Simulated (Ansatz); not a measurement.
ClGa (SMILES [Cl][Ga]), singlet, geometry from GFN2-xTB (such geometries of metal compounds can be far from the true shape); BLYP/cc-pVTZ in Ansatz (a program for electronic structure).

Here is a job for Ansatz.
Ansatz 0.2 input:
```yaml
crystal:
  periodic: [false, false, false]
  atoms:
    - {symbol: Ga, position_ang: [-0.00000000, -0.00000000, -0.76826451]}
    - {symbol: Cl, position_ang: [0.00000000, 0.00000000, 1.40095293]}
basis:
  gaussian:
    orbitals: cc-pVTZ
hamiltonian:
  xc: blyp
magnetization: {spin_polarized: true}
```

Output, abridged:

```
Functional definition: BLYP
636 factors; their error is unknown
mean field evaluation 1: about -64904.6029 eV, gradient 1.9e1 eV
mean field evaluation 2: about -64896.9737 eV, gradient 4.2e1 eV
mean field evaluation 4: about -64905.9960 eV, gradient 1.8e0 eV
mean field evaluation 8: about -64905.9963 eV, gradient 1.2e-2 eV
mean field -64905.99627688 eV, -2385.2513683108 hartree, gradient 3.9e-5 eV, S^2 0.000000; 0 other end points of the search recorded, 0 dependent functions left out
reference -64905.99652021 eV, -2385.2513772533 hartree; 24, 24 occupied and 53, 53 virtual orbitals, 636 factors
Total energy: -64905.99652021 eV, -2385.2513772533 hartree
```
